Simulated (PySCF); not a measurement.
# Broadened absorption spectrum of CH10O2Si3

Species: CH₁₀O₂Si₃.
Z-matrix (Å and degrees, PBE0-D3(BJ)/def2-SVP geometry), rows numbered from 1:
```
C 
Si  1  1.8738
Si  2  2.3534  1  110.18
O   2  1.6759  1  109.60  3  -120.44
Si  4  1.6536  2  137.20  1    72.70
O   5  1.6617  4  111.29  2   -57.73
H   1  1.1013  2  111.14  3   -57.13
H   1  1.1013  2  111.05  3  -177.69
H   1  1.1013  2  109.43  3    62.68
H   2  1.4941  1  110.74  3   121.64
H   3  1.4975  2  110.27  1   -54.40
H   3  1.4980  2  109.95  1    64.88
H   3  1.4961  2  111.45  1  -174.73
H   5  1.4859  4  110.35  2    58.38
H   5  1.4885  4  106.48  2  -179.32
H   6  0.9617  5  116.68  4   -69.27
```

Method used: PySCF, TDDFT PBE0/def2-SVPD, vertical, gas phase, core orbitals frozen in the response.

Computed states:

| state | E (eV) | f |
| --- | --- | --- |
| S1 | 6.37 | 0.022 |
| S2 | 6.79 | 0.027 |
| S3 | 6.99 | 0.023 |
| S4 | 7.28 | 0.0015 |
| S5 | 7.34 | 0.0041 |
| S6 | 7.61 | 0.259 |
| S7 | 7.68 | 0.029 |
| S8 | 7.73 | 0.023 |
| S9 | 7.74 | 0.0092 |
| S10 | 7.89 | 0.0009 |

Each state is given a Gaussian of 0.4 eV full width at half maximum, with ε(max) = 2.175×10⁸ f / Δν̃ (Δν̃ the width in cm⁻¹). The width is an assumption, not a result. The curve ends short of the highest state used, and states not computed would add to its high-energy end.

(1) Give the broadened spectrum and its maxima.

(2) Coming from long wavelengths, where does ε first pass 100 L mol⁻¹ cm⁻¹?

(3) On this curve, what absorbance would a 10⁻⁵ mol/L sample give at 193 nm over a 1 cm path?

(4) Does any computed singlet lie in the visible range?

Answers

(1) 
λ (nm), ε (L mol⁻¹ cm⁻¹) and a bar:
```
    170.0       4140 ##############################
    172.0       2259 ################
    173.9       1914 ##############
    175.9       2231 ################
    177.8       2641 ###################
    179.8       2872 #####################
    181.7       2793 ####################
    183.6       2470 ##################
    185.6       2035 ###############
    187.5       1711 ############
    189.5       1568 ###########
    191.4       1583 ###########
    193.4       1622 ############
    195.3       1559 ###########
    197.3       1344 ##########
    199.2       1043 ########
    201.2        708 #####
    203.1        439 ###
    205.1        238 ##
    207.0        120 #
    209.0         53 
    210.9         22 
    212.9          8 
    214.8          3
```

Maxima: 193 nm (6.41 eV), ε about 1600, made up of S1 (91%) (hardly more than a shoulder); 180 nm (6.88 eV), ε about 2900, made up of S2 (56%) and S3 (43%) (ε in L mol⁻¹ cm⁻¹; maxima over ε = 5, shares over 10%). At its high-energy end, 7.29 eV, the curve is still rising (ε about 4000, from S6).

(2) At about 207 nm (5.98 eV), 0.40 eV below S1.

(3) 193 nm is 6.424 eV, where ε is about 1600 L mol⁻¹ cm⁻¹, so A = ε c l ≈ 0.016 (Beer–Lambert, with the gas-phase spectrum and the assumed width).

(4) No computed singlet lies in the visible range (380 to 750 nm); the lowest, at 195 nm, stands 3.11 eV above its violet end (3.26 eV).

All these states lie below the vertical ionisation energy of 9.51 eV (ΔSCF).

On an Arm Neoverse N1 with one thread, no GPU, shared host, this took 4.8 min wall and 0.88 GiB of memory at its peak.

One conformer stands for the species.
